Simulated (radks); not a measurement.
The nuclear charge of neutral scandium is varied continuously with 21 electrons held in [Ar] 3d1 4s2. Method: non-relativistic Kohn-Sham, r2SCAN, spin-polarised, spherical densities, point nucleus; open shells are filled with parallel spins first; meta-GGA in the generalised Kohn-Sham scheme; computed with a radial shooting solver on a logarithmic mesh with Libxc functionals. By the Hellmann-Feynman theorem dE/dZ = E(electron-nucleus)/Z, the electronic potential at the nucleus.

Z      E (hartree)  E(electron-nucleus)/Z (hartree)  HOMO  e(HOMO) (eV)  <r> HOMO (bohr)
20.75   -739.29271                         -84.4043    3d        -1.222            2.085
21      -760.55850                         -85.7205    3d        -3.560            1.817
21.25   -782.15241                         -87.0299    4s        -5.755            3.632
21.5    -804.07306                         -88.3347    4s        -7.617            3.421
21.75   -826.31950                         -89.6364    4s        -9.636            3.242
22      -848.89104                         -90.9356    4s       -11.802            3.086

The central difference of E at Z = 21 is -85.719 hartree, to compare with the third column; the second derivative is -5.25 hartree.
